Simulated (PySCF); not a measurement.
## How methods differ on the excitation energy of Er

Er [Xe] 4f12 6s2 (high-spin determinant) → Er [Xe] 4f12 6s1 6p1 (high-spin determinant), as a difference of total energies. Computed with PySCF 2.14 in cc-pVDZ-X2C (8s7p5d3f1g, 84 functions), with scalar relativity by spin-free X2C-1e. Correlated levels: valence: [Kr] 4d10 frozen. The calculations carry no spin-orbit coupling.

```
           method  excitation energy (eV)
              UHF                   1.201
    MP2 (valence)                   2.121
SCS-MP2 (valence)                   2.156
   CCSD (valence)                   2.018
CCSD(T) (valence)                   2.108
```

Q: How much does correlation contribute at CCSD(T) (valence)?

A: 2.108 − (1.201) = 0.907 eV, measured against UHF.

A first-order spin-orbit estimate (lowest level to lowest level, LS coupling) adds 0.071 eV.

The basis was made for the ground configuration and has no added diffuse functions, so the excitation energy can come out too high.

The determinant of the lower state and of the upper state mixes LS terms, which raises its energy above the lowest term, most at the Hartree-Fock and MP2 levels.
